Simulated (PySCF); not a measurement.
AlHCl₂, SMILES [Cl][AlH][Cl].

Geometry: PBE0-D3(BJ)/def2-TZVP.

Computed with M06-2X/def2-TZVPD (PySCF).

Isolated molecule, no solvent.

The total energy comes out as -1163.55279 hartree and the point group is C2v. The highest occupied level is -10.60 eV and the lowest empty level is -0.95 eV. The orbital gap comes out as 9.66 eV. The dipole moment is 1.16 D and the quadrupole, principal values (traceless, Buckingham form, about the centre of nuclear charge) comes out as -5.37, -0.24, 5.61 D·Å. The mean static polarisability comes out as 52.2 bohr³ (7.73 Å³). The polarisability, principal values comes out as 42.8, 52.4, 61.4 bohr³.
